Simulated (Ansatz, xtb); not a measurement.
**C4H7FSi2: which of two isomers lies lower**

Structure X is `F[Si@@H]1C=CC([SiH3])=C1`, a singlet and structure Y is `F[Si]1([SiH3])C=CC=C1`, a singlet. Both are isolated molecules in the gas phase, relaxed with B3LYP/def2-SVP.

Quicker runs give these differences E(Y) − E(X): GFN2-xTB +6.73 kcal/mol; HF/STO-3G −2.58 kcal/mol (at GFN2-xTB geometries); r2SCAN-D4/def2-SVP −1.01 kcal/mol (at GFN2-xTB geometries).

Task: Estimate E(Y) − E(X) at the level CCSD(T)/def2-SVP + ΔMP2/def2-TZVPP.

Result: Too close to call at this level: CCSD(T)/def2-SVP + ΔMP2/def2-TZVPP gives E(Y) − E(X) = +0.42 kcal/mol.

The same difference at several levels:

```tsv
level	geometry	E(Y) − E(X) (kcal/mol)	departure from the last row (kcal/mol)	job, with rough time for the two
GFN2-xTB	GFN2-xTB	+6.73	+6.31	optimisation, 0.27 s
HF/STO-3G	GFN2-xTB	−2.58	−2.99	single point, 0.58 s
r2SCAN-D4/def2-SVP	GFN2-xTB	−1.01	−1.43	single point, 6.9 s
B3LYP/def2-SVP	B3LYP/def2-SVP	−1.19	−1.61	optimisation, 73 s
HF/def2-SVP	B3LYP/def2-SVP	+1.86	+1.44	part of the CCSD(T) run
MP2/def2-SVP	B3LYP/def2-SVP	+1.65	+1.23	part of the CCSD(T) run
CCSD(T)/def2-SVP	B3LYP/def2-SVP	+0.63	+0.21	single point
CCSD(T)/def2-SVP + ΔMP2/def2-TZVPP	B3LYP/def2-SVP	+0.42		single point, 1.9 min
```

As drawn, Y has 1 Si–Si, 1 C–H in place of 1 C–Si, 1 Si–H.

The largest departure from CCSD(T)/def2-SVP + ΔMP2/def2-TZVPP is that of GFN2-xTB, 6.31 kcal/mol. The last row adds to CCSD(T) the change of the MP2 difference between the two basis sets, here −0.21 kcal/mol.

With thermal terms from frequencies at re-optimised GFN2-xTB minima (ideal gas, soft modes damped towards free rotors, one conformer each, 298.15 K, 1 atm): on the last row, ΔE + ΔZPE = +1.82, ΔH = +2.00, ΔG = +1.17 kcal/mol.

The correlated steps freeze 15 core orbitals. Mirror images aren't counted in ΔG. Programs: Ansatz 0.2.0, xtb 6.7.1; the last row on 2 threads of Arm Neoverse V2 on a shared host.
